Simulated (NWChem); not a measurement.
System: SeClF; SMILES F[Se]Cl

Input file for NWChem:

```
start job
memory heap 200 mb stack 900 mb global 1100 mb
geometry units angstroms noautoz
  Se     0.398782     0.471774     0.000000
  F     -1.165190     1.265815     0.000000
  Cl    -0.237193    -1.589930     0.000000
end
basis spherical
  * library def2-svpd
end
dft
  xc pbe0
  iterations 150
end
tddft
  cis
  nroots 6
  notriplet
end
task tddft energy
```

The geometry was optimised at PBE0/def2-SVP.

Vertical excitations in the gas phase.

Q: Predict the main results of this run. (PBE0/def2-SVPD, TDA.) Quantities: lowest excitation, singlet (eV); oscillator strength of that lowest state; orbital gap (eV).

A: 
```yaml
lowest excitation, singlet (eV): 2.88
oscillator_strength_of_that_lowest_state: 0.001
orbital gap (eV): 4.53
```
